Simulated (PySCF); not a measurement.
H7Si3, SMILES [SiH3][SiH][SiH3] (connectivity only; charge and spin as stated), charge +1, multiplicity 1.

Geometry optimised at TPSSh-D3(BJ)/def2-SVP. The multiplicity is an assumed one; other spin states were not compared. The isomer is the one that the SMILES or the coordinates give; other isomers of the formula were not compared.

These are TDA-M06-2X/def2-SVPD (PySCF) values and carry that method's errors.

Vertical excitations. 

Computed excitation energies, oscillator strengths and character:
```
state  energy (eV)  λ (nm)      f                                            main pairs
-----  -----------  ------  -----  ----------------------------------------------------
S1            2.86     433  0.000                                        HOMO→LUMO 98 %
S2            4.09     303  0.004                                      HOMO−1→LUMO 88 %
S3            5.42     229  0.002                                      HOMO−3→LUMO 97 %
S4            5.56     223  0.089                                      HOMO−2→LUMO 96 %
S5            5.63     220  0.008                                      HOMO−5→LUMO 89 %
S6            5.78     215  0.003                                      HOMO−4→LUMO 95 %
S7            7.29     170  0.364                    HOMO→LUMO+1 45 %, HOMO→LUMO+2 36 %
S8            7.43     167  0.648  HOMO→LUMO+2 44 %, HOMO→LUMO+1 39 %, HOMO→LUMO+4 11 %
S9            7.88     157  0.022                                      HOMO→LUMO+3 89 %
S10           8.17     152  0.034                    HOMO→LUMO+4 76 %, HOMO→LUMO+2 16 %
T1            2.28     543      0                                        HOMO→LUMO 98 %
T2            3.45     359      0                    HOMO−1→LUMO 81 %, HOMO−5→LUMO 17 %
T3            5.07     245      0                                      HOMO−2→LUMO 97 %
T4            5.15     241      0                                      HOMO−4→LUMO 97 %
```
Triplets are in the Tamm–Dancoff approximation.
